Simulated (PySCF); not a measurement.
# Bond lengths and vibrations by method: AlBH2O2

These are calculations, not measurements. They come from PySCF 2.14.0, an open-source quantum chemistry program, on an isolated molecule that a program drew, which may never have been made. The molecule is AlBH2O2 (charge 0, singlet), drawn as the SMILES string `O=[B][AlH][OH]`.

The geometry was optimised and harmonic frequencies were computed with HF and MP2, all in the cc-pV(D+d)Z basis, for the commonest isotopes, with a restricted reference for singlets and an unrestricted one otherwise, and a frozen core in MP2. Each result is a local minimum of its method.

Geometry at the HF minimum:
```xyz
6
AlBH2O2, angstrom
O     0.9683   -0.9696    1.9548
B     0.1737   -0.1098    2.1568
Al   -1.2202    1.4471    2.5462
O    -2.6633    1.3204    1.6969
H    -0.9179    2.6173    3.5474
H    -3.4298    1.8685    1.6888
```

Lengths of the bonds as drawn, in Å (atoms numbered as above):
| bond | HF | MP2 |
|---|---|---|
| O1-B2 | 1.188 | 1.223 |
| B2-Al3 | 2.126 | 2.109 |
| Al3-O4 | 1.679 | 1.708 |
| Al3-H5 | 1.569 | 1.573 |
| O4-H6 | 0.942 | 0.964 |

Rotational constants, in GHz:
| constant | HF | MP2 |
|---|---|---|
| A | 21.84 | 21.32 |
| B | 2.624 | 2.601 |
| C | 2.343 | 2.318 |

Harmonic frequencies in cm^-1, each column in rising order, so a row needn't be the same motion in every method:
```
rank    HF   MP2
   1   145   136
   2   271   245
   3   369     ?
   4   416   417
   5   472   466
   6   538   514
   7   548   591
   8   723   701
   9   914   872
  10  2036  1899
  11  2122  1999
  12  4228  3926
```

**Estimate the missing MP2 frequency from the HF column.**

A single factor s that minimises the squared misfit of MP2 against s times HF over the other rows is sum(HF x MP2) / sum(HF^2) = 0.9354, with an rms misfit of 30 cm^-1. For rank 3 it gives 0.9354 x 369 = 345 cm^-1. The calculation gives 337 cm^-1, 8 cm^-1 below the estimate. The drawn bonds are on average 1.3 % longer in MP2 than in HF.
